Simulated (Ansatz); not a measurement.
C4H3F3 (`FC1C=CC1(F)F`) at its PBE0-D4/def2-TZVP geometry, where that method's forces vanish. Charge 0, multiplicity 1.

```xyz
10

F     1.5867    0.8210    1.0622
C     0.5863   -0.0610    0.7660
C    -0.8007    0.5154    0.6705
C    -0.9808    0.1850   -0.6101
C     0.4040   -0.3729   -0.7472
F     0.4937   -1.6784   -1.0895
F     1.2406    0.3014   -1.5556
H     0.7076   -0.9479    1.3939
H    -1.4276    0.9911    1.4131
H    -1.8096    0.2463   -1.3032
```

Question: What forces (eV/Å) does B3LYP-D4/def2-TZVPP give on these atoms in Ansatz 0.2.0? (Estimate.)

Answer: Ansatz gave: 
```
F1   0.312  0.269  0.102
C2  -0.129 -0.343  0.164
C3  -0.237  0.129  0.148
C4  -0.222  0.063 -0.093
C5  -0.143  0.067  0.110
F6   0.028 -0.431 -0.111
F7   0.274  0.219 -0.274
H8   0.005  0.064 -0.040
H9   0.044 -0.035 -0.054
H10  0.067 -0.003  0.048
```

B3LYP here is the variant with VWN-RPA as its local correlation; programs differ in this.
